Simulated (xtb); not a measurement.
Bi(Me)2(SiH3) (C2H9BiSi), SMILES [CH3][Bi]([CH3])[SiH3]. All values are semi-empirical tight-binding results from xtb (GFN2-xTB unless named), good for trends rather than for accurate numbers. Coordinates come from a GFN2-xTB optimisation. The structure was generated by enumeration; whether it is a known compound was not checked.

For metal compounds this method's bond lengths and energies can be far off.

Computed properties:
```yaml
orbital_gap: 4.29 eV
zero_point_energy: 60.3 kcal/mol
G − E(el) at 298.15 K (modified RRHO): 37.8 kcal/mol
```
